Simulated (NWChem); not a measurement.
Molecule: SnHF, singlet; SMILES [SnH][F]

Results from NWChem. Low-valent species are run as closed-shell singlets; no triplet was tried in these runs. def2 effective core potentials on Sn; no spin-orbit coupling. The level has its own optimisation; frequencies are unscaled.

### Question
Predict the results for LDA (Slater exchange, VWN5)/def2-SVP (core potentials). Quantities: r H–Sn (Å); r F–Sn (Å); highest harmonic frequency (cm⁻¹); lowest (cm⁻¹); zero-point energy (kcal/mol).

### Answer
```
Item                               Result
---------------------------------  ------
r H–Sn (Å)                          1.806
r F–Sn (Å)                          1.954
highest harmonic frequency (cm⁻¹)    1642
lowest (cm⁻¹)                         600
zero-point energy (kcal/mol)          4.1
```
